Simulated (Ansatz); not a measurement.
C4H7BO, SMILES C#CCB(C)O.

Coordinates come from a B3LYP-D3(BJ)/def2-SVP optimisation. The structure was generated by enumeration, and PubChem lists no compound with its InChIKey, so it may never have been made. One conformer was computed; it need not be the lowest.

Two levels are set side by side: PBE/def2-SVPD (Ansatz, a program for electronic structure) and PBE0/def2-SVPD (Ansatz). Energy differences of separate SCF runs at the same geometry; the states with an electron removed or added have multiplicity 2 and 2. Differences are taken from unrounded values.

```json
[
 {"quantity": "vertical ionisation energy (eV)", "PBE": "9.55"},
 {"quantity": "vertical singlet–triplet gap (eV)", "PBE": "5.63"}
]
```

Task: These are the PBE values. What does PBE0 give? (An estimate is asked for; the answer gives what the named calculation found.)

Result: 
```tsv
quantity	PBE0	PBE minus PBE0
vertical ionisation energy (eV)	9.88	-0.32
vertical singlet–triplet gap (eV)	5.54	0.08
```
